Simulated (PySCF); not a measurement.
# Vertical excitation energies

Species: C₃H₄BrCl.
SMILES with atom numbers: `[Cl:1][C@@H:2]1[CH2:3][C@@H:4]1[Br:5]` (hydrogens: H6 on C2; H7, H8 on C3; H9 on C4)

Level of theory: TDDFT wB97X-D/def2-SVPD, vertical, gas phase, core orbitals frozen in the response (PySCF 2.14.0, density-fitted response routines). Isolated species at its PBE0-D3(BJ)/def2-SVP geometry, gas phase. Relativistic effects, spin–orbit coupling among them, are left out although an element past zinc is present.

| state | λ (nm) | E (eV) | f | \|μ\| (D) | main configurations (H = HOMO, L = LUMO) |
| --- | --- | --- | --- | --- | --- |
| S1 | 210.4 | 5.89 | 0.0008 | 0.19 | H→L (92%) |
| S2 | 203.4 | 6.10 | 0.0013 | 0.24 | H-1→L (87%) |
| S3 | 183.7 | 6.75 | 0.0033 | 0.36 | H-2→L (76%) |
| S4 | 170.8 | 7.26 | 0.0016 | 0.24 | H-3→L (65%) |
| S5 | 160.1 | 7.74 | 0.028 | 0.97 | H→L+1 (77%) |
| S6 | 156.6 | 7.92 | 0.018 | 0.78 | H-1→L+1 (80%) |
| S7 | 153.9 | 8.06 | 0.014 | 0.66 | H-1→L+3 (23%), H→L+2 (18%), H-1→L+2 (12%) |
| S8 | 151.3 | 8.19 | 0.075 | 1.55 | H→L+2 (32%), H→L+3 (14%), H→L+4 (12%) |
| S9 | 149.5 | 8.30 | 0.0038 | 0.35 | H→L+3 (36%), H→L+2 (15%), H-3→L (12%) |
| S10 | 148.7 | 8.34 | 0.087 | 1.66 | H-2→L+1 (24%), H-1→L+2 (23%), H-1→L+3 (16%) |

Triplets (Tamm–Dancoff): T1 5.30 eV, H→L (87%); T2 5.53 eV, H-1→L (77%); T3 6.19 eV, H-2→L (63%); T4 6.70 eV, H-3→L (56%), H-3→L+2 (11%).

The lowest singlet lies at 5.89 eV (210 nm, ultraviolet) and is very weak; its leading configuration is HOMO→LUMO (92%). The most intense listed level is S10 at 8.34 eV (149 nm, f = 0.087), 2.45 eV above S1. It is the last of those listed, so stronger ones may follow. Löwdin shares by element: HOMO bromine 61%, carbon 30%; LUMO bromine 48%, carbon 27% or more, chlorine 14%. Of the 10 states listed, 5 reach f = 0.01 and none stays under 0.0005. Weighted by f, the mean energy of these states is 8.12 eV. Orbital energies (eV): HOMO-3 -10.95, HOMO-2 -10.36, HOMO-1 -9.83, HOMO -9.69, LUMO 1.16, LUMO+1 2.17, LUMO+2 2.44. The vertical ionisation energy (ΔSCF) is 10.06 eV, 1.72 eV above S10. Only the lowest 10 singlets were computed, as vertical energies without vibronic structure.
